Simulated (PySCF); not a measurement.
Match the calculated data to a structure.

All candidates are C5H7O4 (charge -1).

| technique | computed result |
| --- | --- |
| Rotational structure | rotational constants A, B, C: 2.398, 1.690, 1.348 GHz [GFN2-xTB] |
| 1H NMR | chemical shifts (computed TMS as zero) by class: 8.27 (1 H), 1.37 (6 H) ppm [GIAO PBE0/pcSseg-1] |
| NMR, other nuclei | isotropic shieldings of nuclei other than C and H, by class: -10 (2 O), 68 (1 O), 163 (1 O) ppm [GIAO PBE0/pcSseg-1] |
| 13C NMR | chemical shifts (computed TMS as zero) by class: 184.1 (1 C), 140.1 (1 C), 83.0 (1 C), 30.1 (2 C) ppm [GIAO PBE0/pcSseg-1] |

The electronic properties come from PySCF, for the isolated species, density fitting. Levels stand in brackets. The structure is a single GFN2-xTB conformer in the gas phase; no vibrational or solvent corrections. No diffuse functions stand in pcSseg-1, which bears on an anion's orbital energies. Each NMR value is the plain mean over a class of atoms that symmetry, rotation or inversion makes alike.

Problem. Which candidate is it?
A. `CC(=O)OCCC(=O)[O-]`
B. `C[C@@H](COC=O)C(=O)[O-]`
C. `O=C([O-])[C@@H]1CCOCO1`
D. `CC(C)(OC=O)C(=O)[O-]`

Solution. D. It is `CC(C)(OC=O)C(=O)[O-]`. Numbering: `[CH3:1][C:2]([CH3:3])([O:4][CH:5]=[O:6])[C:7](=[O:8])[O-:9]`. 5 carbons fall into 4 classes; from least to most shielded: carboxylate carbon [C7] (184.1 ppm), ester carbonyl carbon [C5] (140.1 ppm), sp3 carbon bound to oxygen [C2] (83.0 ppm), methyl carbon [C1/C3] (30.1 ppm, 2 C). Hydrogen classes from least to most shielded: 1 H on an ester carbonyl carbon, C5 (8.27 ppm), 6 H on 2 methyl carbons, C1/C3 (1.37 ppm, a mean of values up to 2.7 ppm apart in this geometry). The other shieldings belong to: -10 ppm, carboxylate oxygen [O8/O9]; 68 ppm, ester carbonyl oxygen [O6]; 163 ppm, ester single-bonded oxygen [O4]. The optimised geometry has point group C1 and is an asymmetric top.

The others, at the same levels:
- `CC(=O)OCCC(=O)[O-]` fails: it has 5 carbon classes against 4; its computed 13C shifts are 173.7 (1 C), 164.3 (1 C), 72.2 (1 C), 44.3 (1 C), 24.7 (1 C) ppm, 1H shifts are 4.84 (2 H), 1.89 (2 H), 1.75 (3 H) ppm and rotational constant A is 4.934 GHz (against 2.398 GHz).
- `C[C@@H](COC=O)C(=O)[O-]` fails: it has 5 carbon classes against 4; its computed 13C shifts are 166.2 (1 C), 165.5 (1 C), 77.1 (1 C), 47.2 (1 C), 19.0 (1 C) ppm, 1H shifts are 8.24 (1 H), 5.34 (1 H), 4.98 (1 H), 1.82 (1 H), 1.08 (3 H) ppm and rotational constant A is 3.647 GHz (against 2.398 GHz).
- `O=C([O-])[C@@H]1CCOCO1` fails: it has 5 carbon classes against 4; its computed 13C shifts are 168.4 (1 C), 94.3 (1 C), 80.1 (1 C), 69.0 (1 C), 34.6 (1 C) ppm, 1H shifts are 6.25 (1 H), 4.45 (1 H), 3.94 (1 H), 3.71 (1 H), 3.51 (1 H), 2.32 (1 H), 1.58 (1 H) ppm and rotational constant A is 2.756 GHz (against 2.398 GHz).

Each candidate is one conformer, not necessarily the lowest. The conformers computed, where there is a choice (atom-mapped SMILES and torsion angles):
- `[CH3:1][C:2]([CH3:3])([O:4][CH:5]=[O:6])[C:7](=[O:8])[O-:9]`: C1–C2–O4–C5 80°, C2–O4–C5–O6 -78°, C1–C2–C7–O8 75°
- `[CH3:1][C:2](=[O:3])[O:4][CH2:5][CH2:6][C:7](=[O:8])[O-:9]`: C1–C2–O4–C5 175°, C2–O4–C5–C6 -126°, O4–C5–C6–C7 -161°, C5–C6–C7–O8 31°
- `[CH3:1][C@@H:2]([CH2:3][O:4][CH:5]=[O:6])[C:7](=[O:8])[O-:9]`: C1–C2–C3–O4 -77°, C2–C3–O4–C5 116°, C3–O4–C5–O6 6°, C1–C2–C7–O8 -152°

The conformers of `O=C([O-])[C@@H]1CCOCO1` aren't listed.
